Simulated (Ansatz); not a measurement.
Basis-set extrapolation for C₈H₁₆, SMILES `C=CCCCCCC` (PBE0-D4/def2-TZVP geometry, frozen core, the Gaussian-basis code of Ansatz). Multiplicity 1, RHF reference.

```
                      def2-TZVPP   def2-QZVPP
                 HF  -312.357159  -312.371706
    MP2 correlation    -1.381435    -1.467021
CCSD(T) correlation    -1.526105      not run
```

Energies in hartree. Use E(X) = E(∞) + A·exp(−7.88·√X) for Hartree–Fock and E(X) = E(∞) + B·X^(−2.97) for correlation, with X = 3 and 4, and add CCSD(T) minus MP2 of the smaller set to the MP2 limit.

Q: What is the CCSD(T) energy at the basis-set limit?

A: HF limit: -312.371706 + (-0.014547) × 0.13774 = -312.37371. MP2 limit: -1.467021 + (-0.085586) × 0.74074 = -1.53042. Higher-order term: -1.526105 − (-1.381435) = -0.14467. Total: -314.04880 hartree, 434.6 kJ/mol below CCSD(T)/def2-TZVPP.
